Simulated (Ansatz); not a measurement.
Relaxation of C2H7BO (11 atoms, charge 0, multiplicity 1), to a largest force component of 0.015 eV/Å in at most 40 steps.

Method: RKS LDA/def2-SVP (Ansatz 0.2.0).

```xyz
11
Properties=species:S:1:pos:R:3:forces:R:3
B -0.957 1.089 -0.323 -1.13 1.07 -1.18
C 0.090 -0.020 -0.440 1.50 -0.08 1.08
C 0.602 -0.384 0.930 3.20 1.19 -0.09
O -0.415 -1.130 -1.046 -3.14 0.31 -0.35
H -1.512 1.542 -1.334 0.15 -0.28 0.19
H -1.317 1.599 0.712 0.17 0.06 0.39
H 0.954 0.371 -1.066 -0.16 0.47 0.32
H -0.141 -0.758 1.586 -1.52 -0.62 0.96
H 1.101 0.518 1.471 -0.64 -0.98 -0.69
H 1.415 -1.170 0.868 -0.35 0.30 0.03
H 0.247 -1.715 -1.337 1.92 -1.43 -0.65
```

Where does it end, and by what steps?

It converged. After 15 steps the energy has fallen by 0.736 eV; H7 moved furthest, 0.76 Å. Joined: B1–H7.

```json
{"step": "0", "energy less start (eV)": "0.0000", "largest force component (eV/Å)": "3.202", "accepted": "yes"}
{"step": "1", "energy less start (eV)": "-0.3248", "largest force component (eV/Å)": "0.922", "accepted": "yes"}
{"step": "2", "energy less start (eV)": "-0.4085", "largest force component (eV/Å)": "0.439", "accepted": "yes"}
{"step": "3", "energy less start (eV)": "-0.4382", "largest force component (eV/Å)": "0.779", "accepted": "yes"}
{"step": "4", "energy less start (eV)": "-0.5254", "largest force component (eV/Å)": "0.508", "accepted": "yes"}
{"step": "5", "energy less start (eV)": "-0.5687", "largest force component (eV/Å)": "0.451", "accepted": "yes"}
{"step": "6", "energy less start (eV)": "-0.6240", "largest force component (eV/Å)": "0.413", "accepted": "yes"}
{"step": "7", "energy less start (eV)": "-0.6919", "largest force component (eV/Å)": "0.287", "accepted": "yes"}
{"step": "8", "energy less start (eV)": "-0.6901", "largest force component (eV/Å)": "0.634", "accepted": "no"}
{"step": "9", "energy less start (eV)": "-0.7128", "largest force component (eV/Å)": "0.350", "accepted": "yes"}
{"step": "10", "energy less start (eV)": "-0.7125", "largest force component (eV/Å)": "0.443", "accepted": "no"}
{"step": "11", "energy less start (eV)": "-0.7339", "largest force component (eV/Å)": "0.122", "accepted": "yes"}
{"step": "12", "energy less start (eV)": "-0.7283", "largest force component (eV/Å)": "0.326", "accepted": "no"}
{"step": "13", "energy less start (eV)": "-0.7355", "largest force component (eV/Å)": "0.020", "accepted": "yes"}
{"step": "14", "energy less start (eV)": "-0.7352", "largest force component (eV/Å)": "0.043", "accepted": "no"}
{"step": "15", "energy less start (eV)": "-0.7356", "largest force component (eV/Å)": "0.006", "accepted": "yes"}
```

```xyz
11
Properties=species:S:1:pos:R:3
B -0.908 1.173 -0.431
C -0.189 -0.134 -0.265
C 0.613 -0.513 0.939
O -0.372 -1.139 -1.149
H -1.548 1.369 -1.447
H -0.752 2.014 0.437
H 0.434 0.858 -0.809
H 0.017 -1.217 1.559
H 0.864 0.365 1.565
H 1.561 -1.035 0.662
H 0.345 -1.797 -1.039
```

Run time: 15 s on 1 thread of Intel(R) Xeon(R) 6975P-C (Granite Rapids), with other jobs on the host, peak memory 0.14 GiB.
